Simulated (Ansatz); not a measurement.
`N[AsH][TeH]` + H₂O → `N[AsH]O` + H₂Te at 700 K and 1 bar (formal hydrolysis of the As–Te bond).

Isolated molecules relaxed with PBE0-D4/def2-TZVP in Ansatz; ΔE leaves out vibrations. CCSD(T)/CBS adds triple-zeta CCSD(T) − MP2 to the extrapolated MP2 energy (def2 sets, frozen cores). This one scheme is used for every species. def2 core potentials past Kr. For As, Te outer-core shells are correlated without core-valence functions, which leaves a few kJ/mol of doubt a bond. Scalar relativity is left out up to krypton. Each species was taken in one conformer, which may not be the lowest.

| species | CCSD(T)/CBS energy (Eh) | H − E (kJ/mol) | S (J/(mol·K)) |
| --- | --- | --- | --- |
| `N[AsH][TeH]` | -2559.85306 | 168.3 | 420.4 |
| H₂O | -76.37941 | 80.5 | 218.4 |
| `N[AsH]O` | -2367.29883 | 181.2 | 374.3 |
| H₂Te | -268.91024 | 57.2 | 261.6 |

H − E and S are ideal-gas, rigid-rotor, harmonic terms from PBE0-D4/def2-TZVP, for one conformer and one mirror image of each species. 1 Eh = 2625.50 kJ/mol, R = 8.31446 J/(mol·K).

Question: By hand: ΔE, ΔH, ΔS and ΔG.

Answer: ΔE = (-2367.29883) + (-268.91024) − (-2559.85306) − (-76.37941) = 0.02340 Eh = 61.4 kJ/mol. Δ(H − E) = 181.2 + 57.2 − 168.3 − 80.5 = -10.4, so ΔH = 51.0 kJ/mol. ΔS = 374.3 + 261.6 − 420.4 − 218.4 = -2.9 J/(mol·K). ΔG = 51.0 − 700 × (-2.9)/1000 = 53.0 kJ/mol.

Question: By hand: the equilibrium constant, and the temperature at which ΔG would vanish if ΔH and ΔS stayed fixed.

Answer: log₁₀ K = −ΔG/(RT ln 10) = -4.0. ΔH and −TΔS have one sign here, so there is no such temperature.

The number of gas molecules stays the same, so ΔS is small and ΔH decides. A doubt of 5 kJ/mol in ΔE shifts log₁₀ K by 0.4 here. Other conformers and mirror images would add mixing entropy, several J/(mol·K) or more a flexible species. These are equilibria of isolated gas molecules and say nothing of rates. Largest T1 diagnostic: 0.012 (customary marks: 0.02 for closed shells, 0.045 for open ones).

ΔS is within the doubt of such terms, so its sign, and with it that verdict, could turn.
